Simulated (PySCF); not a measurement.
```xyz
23

C      2.4847     1.0274    -0.8986
C      1.1384     0.5283    -0.4515
C     -0.0442     1.1110    -0.7639
Si    -1.4258     0.1178     0.0271
C     -2.4082     1.0834     1.3166
C     -2.6013    -0.6694    -1.2215
C     -0.1971    -1.0910     0.7685
C      1.0524    -0.7094     0.4099
C      2.3145    -1.4240     0.8075
H      2.3883     1.9316    -1.5157
H      3.1319     1.2667    -0.0375
H      3.0216     0.2648    -1.4882
H     -0.0822     2.0114    -1.3829
H     -1.7336     1.5485     2.0521
H     -3.0028     1.8814     0.8421
H     -3.1041     0.4217     1.8580
H     -3.1991     0.0993    -1.7383
H     -3.3004    -1.3605    -0.7224
H     -2.0403    -1.2366    -1.9804
H     -0.3590    -1.9749     1.3913
H      2.8808    -1.7636    -0.0766
H      2.9911    -0.7617     1.3741
H      2.0944    -2.3021     1.4307
```

Charge 0, multiplicity 1.

Q: Give the Mulliken and meta-Löwdin atomic charges from PBE-D3(BJ)/def2-TZVP // B3LYP-D3(BJ)/def2-SVP (PySCF).

A: 
```tsv
atom	Mulliken (e)	meta-Löwdin (e)
C1	-0.37	-0.35
C2	0.03	0.03
C3	-0.21	-0.40
Si4	0.32	0.88
C5	-0.47	-0.59
C6	-0.47	-0.59
C7	-0.21	-0.40
C8	0.03	0.03
C9	-0.37	-0.35
H10	0.12	0.12
H11	0.12	0.12
H12	0.12	0.12
H13	0.10	0.12
H14	0.14	0.13
H15	0.13	0.13
H16	0.13	0.13
H17	0.13	0.13
H18	0.13	0.13
H19	0.14	0.13
H20	0.10	0.12
H21	0.12	0.12
H22	0.12	0.12
H23	0.12	0.12
```
